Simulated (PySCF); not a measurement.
diethyl ether (C₄H₁₀O), SMILES CCOCC. Atoms are numbered in the order given.

```xyz
15

C      2.2941     0.4231    -0.1409
C      0.8062     0.6703    -0.0710
O      0.1780    -0.4971     0.3787
C     -1.1990    -0.3825     0.6076
C     -2.0348    -0.3453    -0.6601
H      2.6844     0.1454     0.8493
H      2.5132    -0.4011    -0.8357
H      2.8236     1.3225    -0.4883
H      0.5854     1.5124     0.6193
H      0.4273     0.9745    -1.0676
H     -1.4109     0.5128     1.2292
H     -1.4786    -1.2621     1.2090
H     -3.1073    -0.3540    -0.4123
H     -1.8177    -1.2240    -1.2863
H     -1.8419     0.5573    -1.2595
```
Charge 0, spin multiplicity 1.

The structure is a stationary point at PBE0-D3(BJ)/def2-SVP. The values are those of a single conformer.

These are r2SCAN/def2-TZVP run with PySCF values and carry that method's errors.

ESP charges are fitted to the potential on shells at 1.4 to 2.0 van der Waals radii. Atomic charges (e):

| atom | ESP fit | Löwdin | Mulliken | meta-Löwdin |
|---|---|---|---|---|
| C1 | -0.57 | ? | -0.29 | -0.34 |
| C2 | 0.38 | ? | 0.01 | 0.02 |
| O3 | -0.40 | ? | -0.31 | -0.39 |
| C4 | 0.19 | ? | 0.02 | 0.02 |
| C5 | -0.39 | ? | -0.33 | -0.36 |
| H6 | 0.15 | 0.12 | 0.10 | 0.12 |
| H7 | 0.16 | 0.12 | 0.10 | 0.12 |
| H8 | 0.13 | 0.12 | 0.10 | 0.12 |
| H9 | -0.02 | 0.11 | 0.06 | 0.08 |
| H10 | 0.00 | 0.11 | 0.07 | 0.08 |
| H11 | 0.00 | 0.11 | 0.06 | 0.08 |
| H12 | 0.05 | 0.13 | 0.09 | 0.11 |
| H13 | 0.10 | 0.12 | 0.10 | 0.12 |
| H14 | 0.12 | 0.12 | 0.11 | 0.12 |
| H15 | 0.09 | 0.12 | 0.11 | 0.11 |

Task: Some entries are withheld; supply them. (An estimate is asked for; the answer gives what the named calculation found.)

Result: 
- C1, Löwdin: -0.31
- C2, Löwdin: -0.37
- O3, Löwdin: 0.17
- C4, Löwdin: -0.37
- C5, Löwdin: -0.32

Computed Mayer and Wiberg (Löwdin basis) orders of the bonds:
```json
[
 {"bond": "C1–C2", "Mayer": "1.00", "Wiberg": "1.33"},
 {"bond": "C2–O3", "Mayer": "0.98", "Wiberg": "1.49"},
 {"bond": "O3–C4", "Mayer": "0.99", "Wiberg": "1.50"},
 {"bond": "C4–C5", "Mayer": "0.97", "Wiberg": "1.33"},
 {"bond": "C1–H6", "Mayer": "0.97", "Wiberg": "0.90"},
 {"bond": "C1–H7", "Mayer": "0.97", "Wiberg": "0.90"},
 {"bond": "C1–H8", "Mayer": "0.97", "Wiberg": "0.90"},
 {"bond": "C2–H9", "Mayer": "0.95", "Wiberg": "0.87"},
 {"bond": "C2–H10", "Mayer": "0.95", "Wiberg": "0.87"},
 {"bond": "C4–H11", "Mayer": "0.97", "Wiberg": "0.87"},
 {"bond": "C4–H12", "Mayer": "0.97", "Wiberg": "0.87"},
 {"bond": "C5–H13", "Mayer": "0.97", "Wiberg": "0.90"},
 {"bond": "C5–H14", "Mayer": "0.97", "Wiberg": "0.91"},
 {"bond": "C5–H15", "Mayer": "0.97", "Wiberg": "0.91"}
]
```
